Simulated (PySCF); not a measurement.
PySCF job for CH₄BrInO₂, SMILES C[O][In]([OH])[Br], PBE-D3(BJ)/def2-SVP. Coordinates come from a PBE-D3(BJ)/def2-SVP optimisation. The structure was generated by enumeration; whether it is a known compound was not checked. The def2 effective core potentials stand for the cores of In; spin–orbit coupling is left out. The values are those of a single conformer.

```python
import numpy as np
from pyscf import gto, scf, dft, df
from pyscf.hessian import thermo

mol = gto.M(
    atom='''
    In    0.23044829   -0.39823024    0.00000000
    Br   -0.34435091    2.02844015   -0.00000000
    O     2.15413115   -1.01407579    0.00000000
    H     2.72746322   -0.22117910    0.00000000
    O    -1.28180231   -1.73022151    0.00000000
    C    -1.01002693   -3.12033670    0.00000000
    H    -0.44874757   -3.46651083   -0.89973057
    H    -1.98812157   -3.65152423    0.00000000
    H    -0.44874757   -3.46651083    0.89973057
    ''',
    basis='def2-SVP',
    ecp={'In': 'def2-svp'},
    charge=0,
    spin=0,
    max_memory=1600,
    verbose=3,
)
mf = dft.RKS(mol, xc='pbe').density_fit(auxbasis='def2-universal-jkfit')
mf.disp = 'd3bj'
mf.grids.level = 3
mf.conv_tol = 1e-11
mf.max_cycle = 100
mf.kernel()

# [left out here: the lines that compute and print the analytic Hessian (its translational invariance restored by hand, since the grid's response is missing), thermochemistry and intensities]
```

It prints:

```
converged SCF energy = -2954.25628963541

WARN: DFTD3 does not support analytical Hessian, using finite difference


WARN: Mole.unit (angstrom) is changed to Bohr

Mode                                 0                   1                   2
Irrep
Freq [cm^-1]                       32.8201             61.1479             73.4661
Reduced mass [au]                   1.3473              6.2663              3.3373
Force const [Dyne/A]                0.0009              0.0138              0.0106
Char temp [K]                      47.2208             87.9782            105.7014
Normal mode                   x     y     z       x     y     z       x     y     z
       0  In                 0.00 -0.00  0.01    0.05 -0.00 -0.00   -0.00  0.00 -0.05
       1  Br                -0.00 -0.00 -0.01   -0.04 -0.02  0.00    0.00  0.00  0.03
       2   O                 0.00 -0.00  0.03    0.05  0.00  0.00   -0.00 -0.00  0.11
       3   H                 0.00 -0.00  0.02    0.05  0.00 -0.00   -0.00 -0.00  0.14
       4   O                -0.00  0.00  0.09   -0.02  0.08 -0.00    0.00 -0.00 -0.03
       5   C                -0.00  0.00 -0.10   -0.15  0.06  0.00    0.00 -0.00  0.12
       6   H                -0.41  0.06 -0.38   -0.18  0.01 -0.00   -0.18 -0.12  0.05
       7   H                -0.00  0.00  0.31   -0.19  0.14 -0.00    0.00 -0.00  0.39
       8   H                 0.41 -0.06 -0.38   -0.18  0.01  0.00    0.18  0.12  0.05
Mode                                 3                   4                   5
Irrep
Freq [cm^-1]                       95.1581            139.7057            214.3449
Reduced mass [au]                   6.5023              3.5258              5.1766
Force const [Dyne/A]                0.0347              0.0405              0.1401
Char temp [K]                     136.9114            201.0054            308.3946
Normal mode                   x     y     z       x     y     z       x     y     z
       0  In                 0.02  0.02 -0.00   -0.00 -0.00 -0.04    0.01 -0.01 -0.00
       1  Br                -0.03  0.01  0.00    0.00 -0.00  0.01   -0.01  0.06  0.00
       2   O                -0.06 -0.20  0.00    0.00  0.00  0.09    0.01 -0.03 -0.00
       3   H                 0.06 -0.28 -0.00   -0.00  0.00 -0.03    0.03 -0.04  0.00
       4   O                 0.02  0.01  0.00   -0.00  0.00  0.17    0.07 -0.10  0.00
       5   C                 0.06  0.02 -0.00    0.00  0.00 -0.04   -0.09 -0.13 -0.00
       6   H                 0.07  0.04  0.00    0.19  0.15  0.02   -0.14 -0.20 -0.00
       7   H                 0.08 -0.01 -0.00    0.00 -0.00 -0.35   -0.17  0.00 -0.00
       8   H                 0.07  0.04 -0.00   -0.19 -0.15  0.02   -0.14 -0.20  0.00
Mode                                 6                   7                   8
Irrep
Freq [cm^-1]                      254.6417            279.3928            512.1333
Reduced mass [au]                  13.6011              1.0848              8.7714
Force const [Dyne/A]                0.5196              0.0499              1.3555
Char temp [K]                     366.3727            401.9840            736.8458
Normal mode                   x     y     z       x     y     z       x     y     z
       0  In                -0.01  0.06 -0.00   -0.00 -0.00  0.00    0.02  0.03 -0.00
       1  Br                 0.02 -0.06  0.00    0.00  0.00  0.00    0.00 -0.00  0.00
       2   O                -0.03  0.00  0.00   -0.00  0.00  0.06    0.07 -0.02  0.00
       3   H                 0.01 -0.02 -0.00    0.00  0.00 -0.96    0.04  0.00 -0.00
       4   O                 0.07 -0.04  0.00    0.00 -0.00 -0.03   -0.19 -0.08 -0.00
       5   C                -0.05 -0.06 -0.00   -0.00 -0.00  0.00   -0.01 -0.08 -0.00
       6   H                -0.08 -0.11  0.00   -0.02 -0.02 -0.00    0.04 -0.00  0.00
       7   H                -0.10  0.04 -0.00   -0.00  0.00  0.04    0.07 -0.22  0.00
       8   H                -0.08 -0.11 -0.00    0.02  0.02 -0.00    0.04 -0.00 -0.00
Mode                                 9                  10                  11
Irrep
Freq [cm^-1]                      575.0044            834.6802           1062.4587
Reduced mass [au]                  14.2397              1.0743              9.3863
Force const [Dyne/A]                2.7739              0.4410              6.2426
Char temp [K]                     827.3033           1200.9189           1528.6415
Normal mode                   x     y     z       x     y     z       x     y     z
       0  In                 0.04 -0.00 -0.00   -0.01 -0.00  0.00    0.00  0.00  0.00
       1  Br                -0.00  0.00  0.00    0.00 -0.00 -0.00    0.00  0.00 -0.00
       2   O                -0.21  0.07 -0.00   -0.01  0.06 -0.00   -0.00  0.00 -0.00
       3   H                -0.11 -0.01  0.00    0.79 -0.54  0.00    0.01 -0.01  0.00
       4   O                -0.04 -0.02  0.00   -0.01  0.00 -0.00    0.01 -0.18  0.00
       5   C                -0.00 -0.02 -0.00    0.00 -0.00 -0.00   -0.04  0.19 -0.00
       6   H                 0.01 -0.01  0.00    0.00  0.01 -0.00   -0.03  0.12  0.01
       7   H                 0.02 -0.06 -0.00    0.00 -0.00  0.00    0.01  0.06  0.00
       8   H                 0.01 -0.01 -0.00    0.00  0.01  0.00   -0.03  0.12 -0.01
Mode                                12                  13                  14
Irrep
Freq [cm^-1]                     1124.0260           1135.2233           1409.6997
Reduced mass [au]                   1.2793              1.3186              1.0424
Force const [Dyne/A]                0.9523              1.0012              1.2205
Char temp [K]                    1617.2231           1633.3336           2028.2441
Normal mode                   x     y     z       x     y     z       x     y     z
       0  In                 0.00  0.00  0.00    0.00  0.00 -0.00    0.00  0.00 -0.00
       1  Br                 0.00 -0.00 -0.00   -0.00 -0.00  0.00   -0.00 -0.00  0.00
       2   O                 0.00 -0.00  0.00   -0.00 -0.00 -0.00   -0.00  0.00  0.00
       3   H                -0.00 -0.00 -0.00   -0.00  0.00  0.00   -0.00  0.00  0.00
       4   O                -0.00 -0.00  0.05   -0.06 -0.02 -0.00   -0.00 -0.00 -0.01
       5   C                 0.00  0.00 -0.12    0.13  0.02  0.00   -0.00 -0.00 -0.05
       6   H                 0.15 -0.54  0.17   -0.21 -0.32 -0.08    0.33  0.35  0.05
       7   H                -0.00  0.00  0.28   -0.20  0.62 -0.00   -0.00  0.00  0.69
       8   H                -0.15  0.54  0.17   -0.21 -0.32  0.08   -0.33 -0.35  0.05
Mode                                15                  16                  17
Irrep
Freq [cm^-1]                     1411.5213           1426.9471           2901.5676
Reduced mass [au]                   1.0870              1.0802              1.0324
Force const [Dyne/A]                1.2760              1.2959              5.1210
Char temp [K]                    2030.8649           2053.0592           4174.7097
Normal mode                   x     y     z       x     y     z       x     y     z
       0  In                -0.00 -0.00 -0.00   -0.00 -0.00  0.00    0.00  0.00 -0.00
       1  Br                 0.00  0.00  0.00    0.00  0.00 -0.00   -0.00 -0.00  0.00
       2   O                 0.00 -0.00 -0.00    0.00  0.00 -0.00   -0.00  0.00  0.00
       3   H                 0.00 -0.00  0.00    0.00 -0.00  0.00   -0.00 -0.00 -0.00
       4   O                 0.01  0.02 -0.00   -0.01  0.01 -0.00   -0.00 -0.00  0.00
       5   C                 0.03  0.07 -0.00   -0.04  0.06 -0.00    0.02 -0.04  0.00
       6   H                -0.37 -0.30 -0.11    0.34 -0.43  0.39   -0.31  0.18  0.52
       7   H                 0.34 -0.57  0.00    0.02 -0.04  0.00    0.37  0.19 -0.00
       8   H                -0.37 -0.30  0.11    0.34 -0.43 -0.39   -0.31  0.18 -0.52
Mode                                18                  19                  20
Irrep
Freq [cm^-1]                     2970.1736           2999.7919           3692.7850
Reduced mass [au]                   1.1061              1.1025              1.0669
Force const [Dyne/A]                5.7492              5.8454              8.5721
Char temp [K]                    4273.4185           4316.0326           5313.0955
Normal mode                   x     y     z       x     y     z       x     y     z
       0  In                 0.00 -0.00 -0.00    0.00  0.00 -0.00   -0.00  0.00 -0.00
       1  Br                 0.00 -0.00  0.00    0.00  0.00  0.00   -0.00  0.00  0.00
       2   O                -0.00 -0.00  0.00    0.00 -0.00  0.00    0.04  0.05  0.00
       3   H                 0.00  0.00  0.00    0.00  0.00 -0.00   -0.58 -0.77  0.00
       4   O                 0.00 -0.00 -0.00    0.00 -0.00  0.00   -0.00 -0.00  0.00
       5   C                -0.00 -0.00  0.09   -0.09 -0.02 -0.00   -0.00  0.00  0.00
       6   H                 0.35 -0.19 -0.54    0.12 -0.08 -0.23    0.00 -0.00 -0.00
       7   H                 0.00  0.00  0.02    0.77  0.40 -0.00   -0.00 -0.00  0.00
       8   H                -0.35  0.19 -0.54    0.12 -0.08  0.23    0.00 -0.00  0.00
temperature 298.1500 [K]
pressure 101325.00 [Pa]
Rotational constants [GHz] 3.58191 0.89288 0.71803
Symmetry number 1
Zero-point energy (ZPE) 0.05287 [Eh]   138806.828 [J/mol]
                           tot       elec      trans        rot        vib
Entropy [J/mol/K]       414.036      0.000    177.241    122.706    114.089
Cv [J/mol/K]            104.876      0.000     12.472     12.472     79.933
Cp [J/mol/K]            113.191      0.000     20.786     12.472     79.933
Internal energy [J/mol]                      3718.434   3718.434 154278.762
Internal energy [Eh]   -2954.19470  -2954.25629
Enthalpy [J/mol]                             6197.391   3718.434 154278.762
Enthalpy [Eh]          -2954.19375
Gibbs free energy [J/mol]                  -46647.136 -32866.378 120263.160
Gibbs free energy [Eh] -2954.24077
mode   freq/cm-1   IR/(km/mol)
   1       32.82         1.946
   2       61.15         1.566
   3       73.47         0.274
   4       95.16        13.739
   5      139.71        28.711
   6      214.34         1.142
   7      254.64        35.821
   8      279.39        72.211
   9      512.13        18.847
  10      575.00        60.076
  11      834.68        95.977
  12     1062.46       178.192
  13     1124.03         0.001
  14     1135.22         6.424
  15     1409.70         2.346
  16     1411.52        17.898
  17     1426.95        42.370
  18     2901.57       117.661
  19     2970.17        43.782
  20     2999.79        20.863
  21     3692.79        56.742
max |gradient| / (hartree/bohr): 9.897762836312336e-05
APT charges: [ 1.3581 -0.485  -0.6792  0.231  -0.7512  0.5202 -0.0643 -0.0654 -0.0643]
```

Self-consistency was reached.

Cost: around 2.1 core-minutes (rough).
